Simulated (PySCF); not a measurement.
Cartesian coordinates in Å; atom numbers follow the order of the lines, from 1:
```xyz
17

C    -0.1085   -0.6504   -1.7900
Si    0.0080   -0.1195   -0.0009
C    -1.3451   -0.8687    1.0551
C     1.7059   -0.3983    0.7326
C    -0.3091    1.7902    0.0343
F    -0.2737    2.2772    1.2883
F    -1.5158    2.1074   -0.4713
Cl    0.9332    2.6691   -0.9276
H    -1.0922   -0.3921   -2.2111
H     0.0256   -1.7400   -1.8802
H     0.6656   -0.1566   -2.3962
H    -2.3413   -0.6008    0.6714
H    -1.2704   -0.5121    2.0939
H    -1.2667   -1.9674    1.0663
H     1.9531   -1.4717    0.7403
H     2.4756    0.1282    0.1486
H     1.7497   -0.0309    1.7694
```

Level of theory: NMR shieldings at PBE0/pcSseg-1/GIAO, structure optimised with PBE0-D3(BJ)/def2-SVP, in PySCF 2.14.0 with density-fitted response routines (a single conformation, no solvent, rapidly exchanging positions averaged, no relativistic terms).

δ = σ(ref) − σ, references computed at the same level: ¹³C, ¹H, ²⁹Si against TMS; ¹⁹F against CFCl3; HCl for ³⁵Cl.

```
                             atoms  nucleus  count  δ (ppm)
                                C5      ¹³C      1        ?
                               Cl8     ³⁵Cl      1      317
                               Si2     ²⁹Si      1      8.9
                             F6/F7      ¹⁹F      2    -74.0
                          C1/C3/C4      ¹³C      3     -4.5
H9/H10/H11/H12/H13/H14/H15/H16/H17       ¹H      9        ?
```

Problem. Complete the table.

Solution. 
- C5: 142.8 ppm, fully substituted sp3 carbon bonded to Cl and 2 F and Si; 3 electronegative neighbours deshield it
- H9/H10/H11/H12/H13/H14/H15/H16/H17: 0.23 ppm, hydrogen on a methyl carbon bonded to Si; an electropositive neighbour shields it, as in TMS itself

Carbons that carry Cl, above all several Cl atoms, come out too deshielded, partly because spin–orbit coupling is missing. Shifts are as computed. Against solution values, carbons near 30 ppm lie about +2 ppm off and those near 130 ppm about +5 ppm; carbons on Cl a further +5 ppm. Of 1211 compounds with measured shifts, 218 miss one by over three times the rms of a fit or turn the order of signals round; such compounds aren't used in these exercises. Unscaled 19F shifts against computed CFCl3 carry errors that often reach 10 to 50 ppm.
